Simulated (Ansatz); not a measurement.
Four-centre ligand exchange

Start structure (BH5SO3, closed shell), relaxed at PBE0-D4/def2-TZVP:

```
10
angstrom
B 0.7810 -0.2793 0.2550
S 0.7214 1.5478 0.2237
O 1.2040 -1.0511 1.2909
O 0.3574 -0.8848 -0.8895
H -2.1713 1.1309 -0.8527
O -2.3683 0.3301 -1.3441
H 1.0608 1.7440 1.5066
H 1.5145 -0.5775 2.0633
H 0.4179 -1.8437 -0.8378
H -1.5174 -0.1163 -1.4155
```

The step: BH₃SO₂ ([OH][B]([OH])[SH]) + H₂O → BH₃O₃ ([OH][B]([OH])[OH]) + H₂S; bonds formed: B1–O6, S2–H5; bonds broken: B1–S2, H5–O6. Ansatz 0.2.0; basis: def2-TZVPP and def2-QZVPP; cores frozen in the correlated methods. Extrapolation: Hartree–Fock as exp(−7.88 √X), correlation as X^−2.97. Energies below are by CCSD(T) at an estimated basis limit (MP2 extrapolated from triple and quadruple zeta, plus CCSD(T) − MP2 in triple zeta).

**Question.** What are the electronic barrier and the energy of the step, from the start structure to the end structure? (An estimate is asked for; the value comes from the calculation.)

**Answer.** By the calculation: Barrier 1.010 eV; step energy -0.749 eV (downhill); reverse barrier, their difference, 1.759 eV. Barrier and step energy count from the start structure, the reverse barrier from the end structure.

The saddle point: One imaginary mode of 950i cm⁻¹.
```csv
pair,start (Å),saddle (Å),end (Å)
B1–O6,3.58,1.54,1.38
S2–H5,3.11,1.69,1.35
B1–S2,1.83,2.26,3.84
H5–O6,0.96,1.17,2.30
```

Zero-point energy (harmonic, PBE0-D4): ZPE is 1.840 eV at the start and 1.744 eV at the saddle, so the barrier goes from 1.010 to 0.914 eV.

The T1 diagnostic stays at or below 0.013.

Labels in which every atom is bracketed show which atoms are joined, not bond orders.

For scale, one of the runs: CCSD(T)/def2-TZVPP, 236 basis functions, launched by `ansatz run in.yaml --threads 4 --pin off --events-out ev --progress --plain --max-ram 9574MiB`. Time: 96 s of wall clock on 4 CPU threads of an Arm Neoverse V2; the host was shared. Peak host memory: 4.5 GiB.
